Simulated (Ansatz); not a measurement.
C$_{2}$H$_{9}$FSi$_{2}$ (`CC([SiH3])[SiH2]F`). Charge 0, multiplicity 1.

```xyz
14

C    -0.991   -0.581   -1.074
C     0.097   -0.458    0.005
Si   -0.626    0.164    1.626
Si    1.520    0.591   -0.563
F     2.115   -0.013   -1.927
H    -1.426    0.394   -1.311
H    -1.807   -1.232   -0.750
H    -0.589   -0.994   -2.003
H     0.517   -1.449    0.229
H    -1.205    1.522    1.440
H     0.414    0.230    2.688
H    -1.711   -0.753    2.069
H     1.071    1.974   -0.863
H     2.620    0.605    0.433
```

(1) Give the diagnostics of a CCSD(T)/def2-TZVPP run (frozen core, Ansatz). (Estimate.)

Results:

(1) Computed: T1 = 0.0109, largest single amplitude 0.011, largest double 0.013, (T) share of the correlation energy 3.3 %, 9 CCSD cycles. The RHF solution is stable towards an unrestricted one. T1 lies under the customary mark of 0.02 for closed shells.
